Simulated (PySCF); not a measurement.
# Ions at one geometry of [Bi(H2CO)]3+

PySCF 2.14.0, RKS PBE0, Bi def2-SVP with ECP60, O def2-SVP, C def2-SVP, H def2-SVP; non-relativistic Hamiltonian with scalar-relativistic core potentials where named; density fitting; no spin-orbit coupling; singlets restricted, open shells unrestricted. The geometry is relaxed for charge +3, singlet, vacuum:

```xyz
5

Bi    0.0000    0.0000   -0.2156
O     0.0000    0.0000    1.8785
C     0.0000    0.0000    3.1485
H     0.9812    0.0000    3.6912
H    -0.9812    0.0000    3.6912
```

Energies count from the relaxed state; an electron taken off or put on is at rest in vacuum. Charges and spins are Mulliken's.

```json
{"state": "charge +3, singlet, vacuum", "energy (eV)": "0.00", "spin squared": "0.00", "charge on Bi1 (e)": "2.38", "spin on Bi1 (e)": "0.00", "dipole about the centre of mass (D)": "8.93"}
{"state": "charge +2, doublet, vacuum", "energy (eV)": "-20.35", "spin squared": "0.75", "charge on Bi1 (e)": "1.61", "spin on Bi1 (e)": "0.98", "dipole about the centre of mass (D)": "6.96"}
```

What does the state charge +4, doublet, vacuum give?

energy (eV) 28.72, spin squared 0.76, charge on Bi1 (e) 2.76, spin on Bi1 (e) 0.01, dipole about the centre of mass (D) 16.99.

With an electron taken off (doublet) the charges change, summed by element, by Bi +0.37 e, O +0.20 e, C +0.17 e, H +0.26 e. The vertical ionisation energy is 28.72 eV, against −ε(HOMO) = 26.35 eV of the relaxed state. The level lies 2.4 eV too high, as is usual for semilocal functionals and global hybrids, which keep a self-interaction error.

With an electron put on (doublet) the charges change, summed by element, by Bi -0.77 e, O -0.01 e, C -0.09 e, H -0.13 e. The vertical electron affinity is 20.35 eV, against −ε(LUMO) = 22.67 eV of the relaxed state.

Open shells may have lower solutions than those found.
